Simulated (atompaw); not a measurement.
**Before and after: PAW (atompaw) potential for Re (Z = 75)**

- Element: rhenium
- Generator: atompaw 4.2.0.5
- Type: PAW
- Functional: PBE
- Relativity: scalar-relativistic
- Frozen core: [Kr] 4d10 4f14 5s2
- Valence charge: 13
- Reference configuration: 5p6 5d5 6s1 6p1
- Partial waves: 6s (bound): rc 2.80 bohr; 6s channel at 0.05 Ry: rc 2.80 bohr; 5p (bound): rc 2.10 bohr; 6p (bound): rc 1.90 bohr; 5d (bound): rc 2.80 bohr; 5d channel at -0.1 Ry: rc 2.80 bohr
- Local potential: bessel scheme, radius 2.55 bohr
- Core correction: smooth core density matched at 2.50 bohr
- Augmentation charge: besselshape compensation charge, radius 2.20 bohr; PAW radius 2.80 bohr; waves and projectors: custom polynom gramschmidtortho

All-electron outer shells of the reference configuration (PBE, scalar-relativistic, ld1.x):

```tsv
shell	level (eV)	outermost node (bohr)	outermost maximum (bohr)
5s	-86.95	0.52	0.93
5p	-48.72	0.56	1.06
4f	-44.00	–	0.41
6s	-7.07	1.24	2.51
5d	-6.90	0.62	1.41
6p	-2.12	1.48	3.52
```

Change: wave 5p (bound): rc 2.10 bohr becomes 5p (bound): rc 1.62 bohr.

Cutoffs: the cutoffs (Ry, on a coarse ladder) from which the occupation-weighted sum of valence levels, in a spherical-Bessel basis at the reference potential, stays within 10 and 1 mRy of its value at 400 Ry; they do not see the model core or the augmentation charge, which bear on the density cutoff.

What does the change do?

The potential gets harder (25 Ry and 35 Ry → 30 Ry and 50 Ry); neither file shows a bound ghost.

```csv
quantity,base,changed
"cutoff, loose",25 Ry,30 Ry
"cutoff, tight",35 Ry,50 Ry
loose cutoff by channel (10 mRy a level),"s 6 Ry, p 15 Ry, d 10 Ry","s 6 Ry, p 25 Ry, d 10 Ry"
bound ghosts,none,none
s: phases at 2.82 bohr within 0.05 rad from the reference energy up to (Ry; the scan ends near 5),2.6,2.6
p: phases at 2.82 bohr within 0.05 rad from the reference energy up to (Ry; the scan ends near 5),to the end of the scan,5.0
d: phases at 2.82 bohr within 0.05 rad from the reference energy up to (Ry; the scan ends near 5),1.8,1.8
lowest overlap eigenvalue by channel,"s 0.27, p 1.00, d 0.95","s 0.27, p 0.81, d 0.95"
```

 The cutoffs see the waves, projectors and local potential, not the compensation charge or the core.
